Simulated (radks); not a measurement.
All-electron atom: Kr+ in [Ar] 3d10 4s2 4p5. Method: Dirac Kohn-Sham, BLYP, spin-unpolarised, spherical densities, finite nucleus; open shells fill j = l - 1/2 first; Fermi nuclear charge, rms radius 4.1884 fm; computed with a radial shooting solver on a logarithmic mesh with Libxc functionals.

Radial electron density D(r) = 4 pi r^2 rho(r):

```
   r/bohr * D(r) (the largest magnitude, 53.5, reaches the edge; | marks zero)
  0.00404 |     *
 0.004629 |      *
 0.005303 |        *
 0.006027 |          *
 0.006905 |             *
 0.007911 |               *
 0.008991 |                   *
   0.0103 |                      *
   0.0118 |                          *
  0.01341 |                              *
  0.01537 |                                  *
  0.01761 |                                      *
  0.02001 |                                         *
  0.02293 |                                           *
  0.02627 |                                             *
  0.02985 |                                             *
   0.0342 |                                            *
  0.03918 |                                           *
  0.04453 |                                        *
  0.05102 |                                      *
  0.05845 |                                     *
  0.06644 |                                      *
  0.07612 |                                        *
   0.0872 |                                            *
  0.09911 |                                                *
   0.1136 |                                                    *
   0.1301 |                                                      *
   0.1479 |                                                    *
   0.1694 |                                               *
   0.1941 |                                        *
   0.2206 |                                  *
   0.2527 |                              *
   0.2895 |                              *
   0.3291 |                                *
    0.377 |                                    *
   0.4319 |                                     *
   0.4909 |                                   *
   0.5624 |                              *
   0.6444 |                       *
   0.7323 |                *
    0.839 |           *
   0.9613 |       *
    1.093 |      *
    1.252 |     *
    1.434 |     *
     1.63 |    *
    1.867 |   *
    2.139 |  *
    2.431 | *
    2.786 |*
    3.192 |*
    3.627 *
    4.156 *
    4.761 *
    5.411 *
      6.2 *
```

D(r) has 3 maxima, at r = 0.0291, 0.130, 0.432 bohr, and minima at 0.0604, 0.274 bohr, inside which lie 2.08, 11.04 electrons.
